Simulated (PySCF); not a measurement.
**Worked example: entropy of an ideal gas**

BrFH2N2W, SMILES [NH]=[W](=[NH])([F])[Br], multiplicity 1.

Coordinates come from a PBE-D3(BJ)/def2-SVP optimisation. The multiplicity is an assumed one; no other spin state was optimised. The structure was generated by enumeration; whether it is a known compound was not checked. The def2 effective core potentials stand for the cores of W; spin–orbit coupling is left out.

PBE-D3(BJ)/def2-SVP run with PySCF gives the harmonic wavenumbers 120, 158, 203, 239, 272, 303, 411, 585, 598, 669, 709, 964, 1000, 3537, 3540 cm⁻¹ and the rotational temperatures 0.1673, 0.0500, 0.0486 K. The molar mass is 312.77 g/mol, the symmetry number 1, the spin multiplicity 1.

**Question.** Work out the entropy at 298.15 K and 1 atm in the rigid-rotor, harmonic-oscillator model.

**Answer.** 
Translation (Sackur–Tetrode at 1 atm): S = R[1.5 ln M + 2.5 ln T − 1.16487] = 180.4 J/(mol K).
Rotation: q = (√π/σ) T^1.5/√(θA θB θC) = 453000, S = R[ln q + 3/2] = 120.7 J/(mol K).
Vibration: with u = 1.4388 ν/T, each mode gives R[u/(e^u − 1) − ln(1 − e^−u)]:
```tsv
ν (cm⁻¹)	modes	u	S (J/(mol K))
120	1	0.58	12.97
158	1	0.76	10.77
203	1	0.98	8.81
239	1	1.15	7.57
272	1	1.31	6.63
303	1	1.46	5.86
411	1	1.98	3.86
585	1	2.82	1.99
598	1	2.89	1.90
669	1	3.23	1.44
709	1	3.42	1.24
964	1	4.65	0.45
1000	1	4.83	0.39
```
The stiffer modes add less than 0.005 each. Sum 63.9 J/(mol K).
Spin: R ln 1 = 0.0 J/(mol K).
Total 365.0 J/(mol K); the program's own thermochemistry gives 365.0. Translation makes up 49 % and vibration 18 %. Anharmonicity, hindered rotation and orbital degeneracy are left out.
